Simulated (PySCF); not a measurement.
A geometry optimisation on `[Cl][AlH-]1[Cl+][AlH2-][Cl+]1`.

Method: PBE0-D3(BJ)/def2-SVP geometry optimisation, gas phase (PySCF 2.14.0). Start geometry: GFN2-xTB. The command runs a driver script over a list of jobs; the input below is this job's line of settings and its coordinates in Å.

Command:
```bash
OMP_NUM_THREADS=1 python probes_run.py task.json out
```

Input:
```
{"job": {"xc": "PBE0", "basis": "def2-SVP", "d3": "d3bj", "grid": 1, "shake": 0.01, "kind": "geom"}, "charge": 0, "multiplicity": 1}
Cl    -3.014250     0.947380     0.341110
Al    -1.512810    -0.265340    -0.133300
Cl     0.007250    -0.509530     1.451110
Al     1.612370     0.225390     0.105220
Cl     0.066390     0.636550    -1.421270
H     -1.677950    -1.662950    -0.694510
H      2.108590     1.564260     0.657190
H      2.465550    -0.954900    -0.358010
```

Output:
```
step   0  E = -1866.21360305  max force = 0.032864
step   1  E = -1866.22838917  max force = 0.004230
step   2  E = -1866.22865522  max force = 0.002186
step   3  E = -1866.22880253  max force = 0.001423
step   4  E = -1866.22883189  max force = 0.000838
step   5  E = -1866.22889011  max force = 0.001936
step   6  E = -1866.22892600  max force = 0.002208
step   7  E = -1866.22903622  max force = 0.001570
step   8  E = -1866.22905948  max force = 0.000561
step   9  E = -1866.22908024  max force = 0.002413
step  10  E = -1866.22910601  max force = 0.002235
step  11  E = -1866.22913953  max force = 0.000634
step  12  E = -1866.22913879  max force = 0.000370
optimisation converged
```

Energies in Eh; «max force» is the largest Cartesian gradient component in Eh/bohr.

Task: How much energy does the optimisation release, in kJ/mol?

Result: E(step 0) − E(last step) = 0.015536 Eh, which is 40.8 kJ/mol.

Task: Give the first gradient maximum in eV/Å.

Result: With 1 Eh/bohr = 51.422 eV/Å, 1.690 eV/Å.

Main results: final energy -1866.22914 Eh after 12 steps; dipole 1.44 D.

Task: Give the final coordinates.

Result: 0.194 Å rms from the input after alignment:
```
atom  x, y, z in Å
Cl1   -2.9116    0.9406    0.4805
Al2   -1.4955   -0.5067   -0.0675
Cl3    0.1382   -0.4945    1.5377
Al4    1.6423    0.4143    0.0154
Cl5   -0.0338    0.3954   -1.5915
H6    -1.8757   -1.9669   -0.4856
H7     1.9166    1.9095    0.4259
H8     2.6755   -0.7110   -0.3690
```

Time: 54 s; peak memory 0.44 GiB. Hardware: Arm Neoverse V1, one thread, no GPU, shared host with 32 logical CPUs at a one-minute load of 9.9.
Labels such as C1 count atoms from 1, the log's own numbers from 0.
